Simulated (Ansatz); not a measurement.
The Be1–H2 bond of BeH2Se (SMILES [BeH][SeH]) is stretched (multiplicity 1, the rest rigid).
Geometry at rest (charge 0, multiplicity 1):
```xyz
4

Be    -0.6897    -0.7607    -1.4180
H     -1.2093    -1.3411    -2.4906
Se     0.0918     0.1603     0.2240
H      0.8465    -1.0648     0.5466
```

Frozen-core correlation. Filled d and f shells under p-block atoms count as core.

Programs: Ansatz (an electronic-structure program). Values without a source in brackets are computed.

Energies above the point at 1.326 Å (the B3LYP-D3(BJ) bond length), FIC-MRCISD+Q on CASSCF(2,2)/aug-cc-pVTZ (kcal/mol): 3.99 at 1.193 Å; 2.51 at 1.458 Å; 93.91 at 4.242 Å.

### Question
Take the last value as the depth D of a Morse curve D(1 − e^(−a(R − R₀)))², fit a and R₀ to the two near points, and test it at 1.790 and 2.320 Å.

### Answer

With D = 93.9, both near points (counted from the curve's value at 1.326 Å) are met by a = 1.38 Å⁻¹ and R₀ = 1.329 Å, so k = 2Da² = 359 kcal/(mol Å²). The curve then gives 20.8 and 52.2 kcal/mol; the level itself gives 21.1 and 55.1, so Morse is off by -0.2 and -2.8.
